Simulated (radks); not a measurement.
Spherical quantum dot in the effective-mass picture: electrons in a hard-walled sphere of radius 5.25, with a point charge +2 (a donor) at the centre, all in effective atomic units (hartree* = m*/eps^2 hartree, bohr* = eps/m* bohr), one dielectric constant everywhere. Method: non-relativistic Kohn-Sham, LDA (Slater exchange, Perdew-Wang correlation), spin-polarised, spherical densities; computed with a radial shooting solver with Libxc functionals. Levels are named by radial order and angular momentum (1s, 1p, 1d, 2s, ...), and open shells are averaged over m. Results are scaled to m* = 0.139 and eps = 14.1, for which hartree* = 19.03 meV and bohr* = 5.368 nm. Each electron was tried in the lowest free levels, single moves between levels near the top were tried too, and the lowest total energy was kept; such a search can miss a lower state. At N = 1 the Hartree and exchange-correlation terms need not cancel, so that row can carry a self-interaction error.

N                         open shells  2S   E (meV)  addition energy mu(N+1) - mu(N) (meV)  e(HOMO) (meV)  rms radius (nm)
1                    1s(up 1, down 0)   1  -36.9421                                  19.97        -28.736            4.800
2                                none   0  -53.9192                                  22.72        -10.824            6.056
3                    2s(up 1, down 0)   1  -48.1746                                  4.780         7.7973            11.27
4   1p(up 1, down 0) 2s(up 1, down 0)   2  -37.6495                                  4.706         12.870            13.17
5   1p(up 2, down 0) 2s(up 1, down 0)   3  -22.4188                                  4.714         17.591            14.37
6   1p(up 3, down 0) 2s(up 1, down 0)   4  -2.47450                                  5.691         22.293            15.23
7                    1p(up 3, down 0)   3   23.1610                                  4.847         27.806            15.93
8                    1p(up 3, down 1)   2   53.6435                                  4.419         32.682            16.45
9                    1p(up 3, down 2)   1   88.5449                                  4.454         37.126            16.89
10                               none   0   127.900                                  7.963         41.586            17.27
11                   1d(up 1, down 0)   1   175.218                                  4.308         49.469            17.66
12                   1d(up 2, down 0)   2   226.844                                  4.319         53.785            17.99
13                   1d(up 3, down 0)   3   282.789                                  4.324         58.107            18.28
14                   1d(up 4, down 0)   4   343.059                                  4.325         62.432            18.53
15                   1d(up 5, down 0)   5   407.654                                  5.358         66.757            18.76
16                   1d(up 5, down 1)   4   477.608                                  4.234         72.068            18.96
17                   1d(up 5, down 2)   3   551.795                                  4.247         76.309            19.14
18                   1d(up 5, down 3)   2   630.229                                  4.254         80.560            19.31
19                   1d(up 5, down 4)   1   712.918                                  4.258         84.817            19.46
20                               none   0   799.864                                  8.413         89.076            19.60
21                   1f(up 1, down 0)   1   895.223                                  4.196         97.457            19.75
22                   1f(up 2, down 0)   2   994.778                                  4.199         101.65            19.88
23                   1f(up 3, down 0)   3   1098.53                                  4.201         105.85            20.01
24                   1f(up 4, down 0)   4   1206.49                                  4.201         110.06            20.13
25                   1f(up 5, down 0)   5   1318.64                                  4.201         114.26            20.24
26                   1f(up 6, down 0)   6   1435.00                                  4.200         118.46            20.34
27                   1f(up 7, down 0)   7   1555.56                                  5.215         122.66            20.43
28                   1f(up 7, down 1)   6   1681.33                                  4.150         127.85            20.53
29                   1f(up 7, down 2)   5   1811.25                                  4.154         132.00            20.61
30                   1f(up 7, down 3)   4   1945.33                                  4.157         136.15            20.69
31                   1f(up 7, down 4)   3   2083.56                                  4.158         140.31            20.77
32                   1f(up 7, down 5)   2   2225.96                                  4.159         144.47            20.84
33                   1f(up 7, down 6)   1   2372.51                                  4.160         148.63            20.91
34                               none   0   2523.22                                  9.054         152.79            20.98
35                   1g(up 1, down 0)   1   2682.98                                  4.123         161.83            21.05
36                   1g(up 2, down 0)   2   2846.87                                  4.124         165.95            21.12
37                   1g(up 3, down 0)   3   3014.88                                  4.124         170.07            21.18
38                   1g(up 4, down 0)   4   3187.02                                  4.124         174.20            21.24
39                   1g(up 5, down 0)   5   3363.28                                      -         178.32            21.30

All shells are closed at N = 2, 10, 20, 34 (there: 1s2 1p6 1d10 2s2 1f14); the second difference of the energy has clear peaks (12 % above both neighbours; the first and last values, which can be the largest, are not judged, and half-filled shells can peak too) at N = 2, 6, 10, 15, 20, 27, 34.
